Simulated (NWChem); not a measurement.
System: BeGeH3I; SMILES [I][Be][GeH3]

Computed with NWChem. Medium grid unless said otherwise, to which SCAN and Minnesota functionals are sensitive. Geometry: optimised at PBE0/def2-SVP. def2 effective core potentials on I; no spin-orbit coupling.

Task: Among these, which level gives the lowest value of “dipole (D)”?
A. LRC-wPBEh/def2-SVP
B. M06-2X/def2-SVP
C. PBE0/def2-SVP
D. HCTH/407/def2-SVP

Result: B, M06-2X/def2-SVP. Values: M06-2X/def2-SVP 0.11; LRC-wPBEh/def2-SVP 0.20; PBE0/def2-SVP 0.25; HCTH/407/def2-SVP 0.42
